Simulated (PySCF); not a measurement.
A side-by-side comparison of computed properties.

First species: C3H9ClSi.
Bonds: C1–C2, C2–C3, C2–Si4, C2–Cl5. Hydrogens: H6, H7, H8 on C1; H9, H10, H11 on C3; H12, H13, H14 on Si4.

Second species: CH₁₁ClSi₄.
SMILES: `[SiH3]C[Si@H]([SiH3])[SiH2]Cl`

Levels: CAM-B3LYP/def2-SVPD for dipole moment, HOMO energy, LUMO energy, HOMO–LUMO gap, static isotropic polarisability and electronic spatial extent ⟨r²⟩ about the centre of nuclear charge; TDDFT CAM-B3LYP/def2-SVPD for lowest singlet excitation; TDA CAM-B3LYP/def2-SVPD for lowest triplet excitation (Tamm–Dancoff); GFN2-xTB for rotational constant A and rotational constant C. Geometries: GFN2-xTB. Each structure is a single optimised conformer of the isolated species, non-relativistic unless stated. Electronic properties by PySCF.

Dipoles, sizes and rotational constants follow the conformer. The torsions of the flexible species, by atom-mapped SMILES:
- `[SiH3:1][CH2:2][Si@H:3]([SiH3:4])[SiH2:5][Cl:6]`: Si1–C2–Si3–Si4 63°, C2–Si3–Si5–Cl6 106°

(1) Which of the two has the higher dipole moment, and by how much?

(2) Which of the two has the higher HOMO–LUMO gap, and by how much?

(3) Which of the two has the higher S1 energy, and by how much?

(4) Which has the higher HOMO energy?

(5) Which has the higher LUMO energy?

(6) Which has the higher static isotropic polarisability?

(7) Which has the higher rotational constant A?

(8) Which of the two has the higher rotational constant C, and by how much?

Answers

(1) The second: 2.18 D against 2.05 D, a difference of 0.13 D.

(2) The first: 10.32 eV against 9.38 eV, a difference of 0.94 eV.

(3) The first: 6.82 eV against 6.16 eV, a difference of 0.66 eV.

(4) The first: -9.26 eV against -9.34 eV, a difference of 0.08 eV.

(5) The first: 1.06 eV against 0.04 eV, a difference of 1.02 eV.

(6) The second: 136.2 au against 78.1 au, a difference of 58.1 au.

(7) The first: 3.358 GHz against 1.166 GHz, a difference of 2.192 GHz.

(8) The first: 2.060 GHz against 0.642 GHz, a difference of 1.418 GHz.

On the first: The principal polarisabilities are 72.8, 78.3 and 83.2 au; their mean is the isotropic value. S1 lies 3.50 eV below the HOMO–LUMO gap; its leading configuration is HOMO→LUMO+1, weight 0.59.

On the second: The polarisability is 20.19 Å³ as a volume (1 au = 0.148185 Å³), or 1.51 au for each of the 90 electrons. S1 lies 3.22 eV below the HOMO–LUMO gap; its leading configuration is HOMO→LUMO, weight 0.90.
